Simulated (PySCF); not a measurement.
Give a GFN2-xTB geometry of `CC[C@@H](C#N)[SiH2]OC(C)=O`.

```xyz
21
C6H11NO2Si angstrom
C     -3.5735   -0.1281    0.3568
C     -2.3255    0.6712   -0.0001
C     -1.0380   -0.1008    0.3066
C     -0.9655   -1.2924   -0.4866
N     -0.9037   -2.2319   -1.1379
Si     0.5022    0.9810   -0.0352
O      1.7310   -0.0859    0.2611
C      2.9976    0.2919    0.0802
C      3.9706   -0.8253    0.2992
O      3.2752    1.4172   -0.2299
H     -3.5910   -0.3603    1.4199
H     -3.5965   -1.0626   -0.1995
H     -4.4693    0.4390    0.1152
H     -2.3122    1.6072    0.5612
H     -2.3460    0.9244   -1.0616
H     -1.0479   -0.4116    1.3573
H      0.5507    2.0829    0.9204
H      0.5497    1.4191   -1.4238
H      3.8165   -1.2518    1.2877
H      4.9881   -0.4608    0.1982
H      3.7785   -1.6055   -0.4348
```

Orientation and origin are arbitrary. Atoms count from 1 in this order. The 2 C–O bonds span 1.200 Å (C8=O10, drawn double) to 1.334 Å (O7–C8, drawn single), a spread of 0.134 Å. The C–C distances run from 1.433 Å (C3–C4, drawn single) to 1.532 Å (C2–C3, drawn single), a spread of 0.099 Å. Si6 (oxygen-bound silicon) is distorted tetrahedral (angles from 101.6° to 113.3°). Of the pairs four or more bonds apart, C4···H12 is among the closest relative to their van der Waals radii: 2.66 Å, 92 % of the sum of Bondi's values.

Bonds between heavy atoms (Å): C1–C2 1.524, C2–C3 1.532, C3–C4 1.433, C4≡N5 1.145, C3–Si6 1.913, Si6–O7 1.654, O7–C8 1.334, C8–C9 1.498, C8=O10 1.200.

Structure optimised with GFN2-xTB, isolated species.

Point group: C1 (no symmetry element, even within 0.4 Å). No GFN2-xTB frequencies stand behind this structure, so it isn't proved a minimum. The numbers are those of one conformer (C1–C2–C3–C4 63°, C2–C3–Si6–O7 -176°, C3–Si6–O7–C8 178°, Si6–O7–C8–C9 -176°).

All values are computed, not measured.
